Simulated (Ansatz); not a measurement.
BH₅O₃S from Hartree–Fock to CCSD(T)

Z-matrix (Å, degrees):
```
B
O 1 1.360
O 1 1.373 2 118.8
O 1 1.370 2 115.7 3 -179.9
H 2 0.959 1 112.1 3 -1.8
H 3 0.957 1 116.1 2 178.6
H 4 0.957 1 115.5 2 -178.7
H 4 2.434 1 93.5 2 -46.5
S 8 1.342 4 147.4 1 -52.6
H 9 1.342 8 92.9 4 -107.1
```

The species carries charge 0 and has multiplicity 1. The bonds changed during the relaxation, so this is another structure than the one it started from. The structure was optimised at the PBE0-D4/def2-TZVP level. It is one conformer, not always the lowest. Frozen core, restricted reference, Ansatz 0.2.0. CBS rows extrapolate triple and quadruple zeta; past MP2 they add the triple-zeta difference.

| basis | HF (Eh) | MP2 corr. | CCSD corr. | (T) | CCSD(T) total |
| --- | --- | --- | --- | --- | --- |
| def2-SVP | -649.56493 | -0.78309 | ? | -0.01763 | ? |
| def2-TZVPP | -650.01502 | -1.00844 | -1.04156 | -0.03719 | -651.09377 |
| def2-QZVPP | ? | ? | – | – | – |
| CBS(def2) | -650.04211 | -1.15209 | ? | as TZ | ? |

**Question.** Fill in the withheld values. (An estimate is asked.)

**Answer.** Computed: def2-SVP CCSD corr.: -0.82365; def2-SVP CCSD(T) total: -650.40621; def2-QZVPP HF (Eh): -650.03883; def2-QZVPP MP2 corr.: -1.09096; CBS(def2) CCSD corr.: -1.18522; CBS(def2) CCSD(T) total: -651.26452.
